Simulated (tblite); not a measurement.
Parent: `[CH:1]#[C:2][C@@H:3]([CH3:4])[NH:5][SiH3:6]` with C2–C3–N5–Si6 86°, C4H9NSi.

The geometries are computed with GFN2-xTB (gas phase). One conformer each, not checked by frequencies here.

```csv
coordinate of the parent,value
C1≡C2,1.197 Å
C2–C3,1.458 Å
C3–C4,1.532 Å
C3–N5,1.450 Å
N5–Si6,1.718 Å
C1–C2–C3,175.7°
C2–C3–C4,110.0°
C2–C3–N5,111.4°
C4–C3–N5,110.4°
C3–N5–Si6,123.6°
```

Task: How does the shared frame change in `[CH:1]#[C:2][C@@:3]([CH3:4])([CH2:5][CH2:6][CH3:7])[NH:8][SiH3:9]` with C2–C3–C5–C6 64°, C3–C5–C6–C7 -178°, C2–C3–N8–Si9 167°, C7H15NSi? Atoms pair as C1 = C1, C2 = C2, C3 = C3, C4 = C4, N5 = N8, Si6 = Si9 (parent first).

Result: 
| parent | relative | value in the relative | change |
| --- | --- | --- | --- |
| C1≡C2 | C1≡C2 | 1.197 Å | 0.000 |
| C2–C3 | C2–C3 | 1.460 Å | +0.002 |
| C3–C4 | C3–C4 | 1.532 Å | 0.000 |
| C3–N5 | C3–N8 | 1.453 Å | +0.003 |
| N5–Si6 | N8–Si9 | 1.715 Å | -0.003 |
| C1–C2–C3 | C1–C2–C3 | 178.1° | +2.4 |
| C2–C3–C4 | C2–C3–C4 | 108.2° | -1.8 |
| C2–C3–N5 | C2–C3–N8 | 108.0° | -3.4 |
| C4–C3–N5 | C4–C3–N8 | 110.0° | -0.4 |
| C3–N5–Si6 | C3–N8–Si9 | 126.7° | +3.1 |

No shared bond changes by more than 0.004 Å. Bonds of the relative outside the shared frame: C3–C5 1.547, C5–C6 1.526, C6–C7 1.524 Å. Point group C1 → C1.

Task: How does the shared frame change in `[CH:1]#[C:2][C@:3]([CH3:4])([CH:5]=[CH2:6])[NH:7][SiH3:8]` with C2–C3–C5–C6 6°, C2–C3–N7–Si8 -157°, C6H11NSi? Atoms pair as C1 = C1, C2 = C2, C3 = C3, C4 = C4, N5 = N7, Si6 = Si8 (parent first).

Result: 
| parent | relative | value in the relative | change |
| --- | --- | --- | --- |
| C1≡C2 | C1≡C2 | 1.197 Å | 0.000 |
| C2–C3 | C2–C3 | 1.461 Å | +0.003 |
| C3–C4 | C3–C4 | 1.533 Å | +0.001 |
| C3–N5 | C3–N7 | 1.458 Å | +0.008 |
| N5–Si6 | N7–Si8 | 1.717 Å | -0.001 |
| C1–C2–C3 | C1–C2–C3 | 176.8° | +1.1 |
| C2–C3–C4 | C2–C3–C4 | 108.6° | -1.4 |
| C2–C3–N5 | C2–C3–N7 | 107.6° | -3.8 |
| C4–C3–N5 | C4–C3–N7 | 110.6° | +0.2 |
| C3–N5–Si6 | C3–N7–Si8 | 127.4° | +3.8 |

Of the parent's bonds, C3–N5 changes most (+0.008 Å). Bonds of the relative outside the shared frame: C3–C5 1.515, C5=C6 1.319 Å. Point group C1 → C1.

Task: How does the shared frame change in `[CH:1]#[C:2][C@@:3]([CH3:4])([C:5]#[C:6][CH3:7])[NH:8][SiH3:9]` with C2–C3–N8–Si9 78°, C7H11NSi? Atoms pair as C1 = C1, C2 = C2, C3 = C3, C4 = C4, N5 = N8, Si6 = Si9 (parent first).

Result: 
```tsv
parent	relative	value in the relative	change
C1≡C2	C1≡C2	1.197 Å	0.000
C2–C3	C2–C3	1.466 Å	+0.008
C3–C4	C3–C4	1.532 Å	0.000
C3–N5	C3–N8	1.458 Å	+0.008
N5–Si6	N8–Si9	1.719 Å	+0.001
C1–C2–C3	C1–C2–C3	176.5°	+0.8
C2–C3–C4	C2–C3–C4	109.3°	-0.7
C2–C3–N5	C2–C3–N8	110.6°	-0.8
C4–C3–N5	C4–C3–N8	110.9°	+0.5
C3–N5–Si6	C3–N8–Si9	125.7°	+2.1
```

Of the parent's bonds, C2–C3 and C3–N5 change most and about equally (+0.008 Å). Bonds of the relative outside the shared frame: C3–C5 1.465, C5≡C6 1.199, C6–C7 1.446 Å. Point group C1 → C1.
